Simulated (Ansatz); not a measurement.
A nudged elastic band was laid between two geometries of C2H9ClGeSi (14 atoms, charge 0, multiplicity 1).

Method: RKS BHLYP/def2-SVP in Ansatz.

```yaml
movable_images: 7
climbing_image: yes
spring: 5.0 eV/Å²
optimiser: quadratic models (default)
start_path: through a guess of the saddle point
force_threshold: 0.05 eV/Å
iteration_limit: 50
end_points: relaxed
```

Initial state:

```xyz
14
Properties=species:S:1:pos:R:3
C -1.395 2.015 -0.071
Si 0.000 0.901 0.486
C -0.086 -0.784 -0.373
Cl -0.042 -0.521 -2.169
Ge 1.327 -2.076 0.094
H -1.373 2.138 -1.156
H -1.309 3.004 0.390
H -2.366 1.596 0.208
H -0.080 0.650 1.948
H 1.317 1.509 0.185
H -1.052 -1.251 -0.162
H 1.250 -2.375 1.596
H 2.690 -1.474 -0.245
H 1.107 -3.362 -0.703
```

Final state:

```xyz
14
Properties=species:S:1:pos:R:3
C -1.369 2.032 -0.101
Si 0.118 0.972 0.301
C -0.178 -0.834 -0.184
Cl -0.591 -0.898 -1.952
Ge 1.311 -2.084 0.142
H -1.611 1.959 -1.164
H -1.174 3.082 0.137
H -2.244 1.712 0.472
H 0.398 0.991 1.760
H 1.323 1.455 -0.414
H -1.057 -1.212 0.344
H 0.895 -3.483 -0.312
H 1.627 -2.101 1.643
H 2.539 -1.621 -0.641
```

Q: What changes between the two ends?

A: No bond is made or broken. The dihedral Cl4–C3–Ge5–H14 goes from -57 to 63°. The two ends are copies of one structure, up to a mirror image or an exchange of like atoms.

Q: Give the energies along the band, and the barrier.

A: The forces met the threshold. The highest image is number 4 of 0 to 8, 0.076 eV above the ends, which have the same energy within 2 meV. A vibrational analysis at the climbing image gives one clearly imaginary mode, 119i cm⁻¹: a first-order saddle point.

```
image  path coordinate (Å)  energy (eV)  dihedral Cl4–C3–Ge5–H14 (°)
    0                 0.00        0.000                          -57
    1                 0.60        0.010                          -43
    2                 1.19        0.037                          -28
    3                 1.79        0.065                          -12
    4                 2.38        0.076                            5
    5                 2.95        0.063                           21
    6                 3.51        0.035                           36
    7                 4.07        0.010                           50
    8                 4.64        0.000                           63
```

Q: What is the geometry of the highest image?

A: 
```xyz
14
Properties=species:S:1:pos:R:3
C -1.377 2.029 -0.083
Si 0.075 0.935 0.356
C -0.158 -0.825 -0.302
Cl -0.408 -0.744 -2.096
Ge 1.319 -2.071 0.142
H -1.522 2.052 -1.166
H -1.212 3.053 0.267
H -2.298 1.658 0.377
H 0.224 0.827 1.831
H 1.336 1.473 -0.206
H -1.079 -1.246 0.107
H 0.755 -3.251 0.942
H 2.359 -1.344 1.001
H 1.972 -2.574 -1.142
```

Q: What are the harmonic wavenumbers there?

A: 119i, 78, 116, 165, 176, 213, 239, 466, 516, 581, 612, 686, 714, 772, 803, 820, 880, 919, 920, 923, 946, 988, 1103, 1210, 1325, 1485, 1490, 2199, 2203, 2235, 2268, 2295, 3119, 3188, 3213, 3223 cm⁻¹.

The band took 7 iterations and of the order of 12 core-minutes.

The run took 6 min on 2 threads of Arm Neoverse V1, on a shared host, peak memory 0.42 GiB.
